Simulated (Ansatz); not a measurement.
CH₄AlFS, SMILES `FC[S][AlH2]`, relaxed with RKS PBE-D4/def2-SVP in Ansatz from a rough embedded geometry. The force threshold is 0.03 eV/Å; the program also tests the step.

Charge 0, multiplicity 1.

Start:

```xyz
8

F    -1.585    0.988   -0.057
C    -1.159   -0.227   -0.668
S    -0.322   -1.332    0.556
Al    1.447    0.126    0.829
H    -0.453    0.031   -1.505
H    -2.041   -0.778   -1.103
H     2.746   -0.021   -0.042
H     1.366    1.213    1.990
```

Problem. By how much does the energy fall, and how many steps does the optimiser take? (Estimate.)

Solution. Computed: 52.53 kJ/mol, in 13 steps.

Problem. Which bonds change most? (Estimate.)

Solution. The calculation gave: F1–Al4 from 3.274 to 2.020 Å; F1–C2 from 1.425 to 1.507 Å; C2–S3 from 1.849 to 1.792 Å; Al4–H7 from 1.571 to 1.598 Å.

Problem. Give the relaxed structure. (Best estimate.)

Solution. Ansatz gave: 
```xyz
8

F    -0.486    0.976   -0.278
C    -0.985   -0.393   -0.666
S    -0.240   -1.549    0.483
Al    1.095    0.303    0.785
H    -0.655   -0.487   -1.719
H    -2.087   -0.324   -0.587
H     2.285    0.519   -0.259
H     1.074    0.955    2.240
```
